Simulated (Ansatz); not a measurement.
CH5GeN (`[CH2]1[NH][GeH2]1`), relaxed with RKS PBE-D4/def2-SVP in the Gaussian-basis code of Ansatz from a rough embedded geometry. The force threshold is 0.03 eV/Å; the program also tests the step.

Total charge 0; spin multiplicity 1.

Start:

```xyz
8

C    -0.106   -0.698   -0.585
N    -1.026   -0.171    0.326
Ge    0.778    0.442    0.526
H     0.059   -1.743   -0.421
H    -0.279   -0.389   -1.669
H    -1.572    0.601   -0.157
H     0.809    2.000    0.133
H     1.337   -0.042    1.848
```

Q: How much energy does the relaxation release, and in how many steps? (Estimate.)

A: Computed: 9.70 kcal/mol, in 6 steps, 1 of them rejected.

Q: Which bonds change most? (Estimate.)

A: Ansatz gave: C1–Ge3 from 1.821 to 1.942 Å; C1–N2 from 1.397 to 1.475 Å; Ge3–H7 from 1.607 to 1.540 Å; C1–H4 from 1.071 to 1.106 Å.

Q: Give the relaxed structure. (Best estimate.)

A: Ansatz gave: 
```xyz
8

C    -0.139   -0.719   -0.651
N    -1.055   -0.156    0.359
Ge    0.729    0.504    0.583
H     0.055   -1.802   -0.549
H    -0.218   -0.393   -1.707
H    -1.686    0.543   -0.058
H     0.969    1.946    0.100
H     1.346    0.076    1.924
```
